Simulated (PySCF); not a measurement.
Be₂H₂, SMILES [BeH][BeH]. The structure is a stationary point at PBE-D3(BJ)/def2-TZVPD.

Level of theory: PySCF 2.14.0 with PBE-D3(BJ)/def2-TZVPD.

Harmonic wavenumbers (cm⁻¹): 399, 399, 566, 566, 624, 2030, 2055. Rotational constants (GHz): 16.00 (linear); symmetry number 2.

### Question
Work out the zero-point energy and the ideal-gas rigid-rotor harmonic-oscillator thermochemistry at 298.15 K and 1 atm.

### Answer
ZPE = ½ Σ hcν = ½ × 6638 cm⁻¹ = 39.70 kJ/mol. H − E(el) = 51.35 kJ/mol. Entropy in J/(mol K): translation 146.13, rotation 52.12, vibration 14.11, total 212.36. G − E(el) = -11.97 kJ/mol. Cp = 54.87 J/(mol K).
